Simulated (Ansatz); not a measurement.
A run for Ansatz (a program for electronic structure): R-B2PLYP/def2-TZVPPD on C3H4N2 (a complex). Files ending in .json are basis or fitting sets from the Basis Set Exchange.

Ansatz 0.2 input:
```yaml
crystal:
  periodic: [false, false, false]
  atoms:
    - {symbol: N, position_ang: [0.30354768, 1.69793685, 0.84836188]}
    - {symbol: N, position_ang: [0.31512451, 0.74417632, 0.31923992]}
    - {symbol: C, position_ang: [-0.07246815, -1.53934051, 3.21178979]}
    - {symbol: C, position_ang: [-0.08901531, -0.35105474, 3.73888572]}
    - {symbol: C, position_ang: [-0.10435326, 0.84120718, 4.25632195]}
    - {symbol: H, position_ang: [-0.98348436, -2.01586776, 2.86839807]}
    - {symbol: H, position_ang: [0.85296028, -2.09206034, 3.09772816]}
    - {symbol: H, position_ang: [0.00952165, 1.72363044, 3.63674187]}
    - {symbol: H, position_ang: [-0.23124782, 0.99190981, 5.32211713]}
basis:
  gaussian:
    orbitals: def2-TZVPPD.json
hamiltonian:
  xc: {name: B2PLYP}
magnetization: {spin_polarized: false}
correlation: {electrons: outside_noble_gas}
scf: {lower_state_search: off}
```

Give the final energy of this run.

-226.0963 hartree.

How many basis functions does it have, and what does it roughly cost on one machine?

253 functions; very roughly 9 core-seconds.
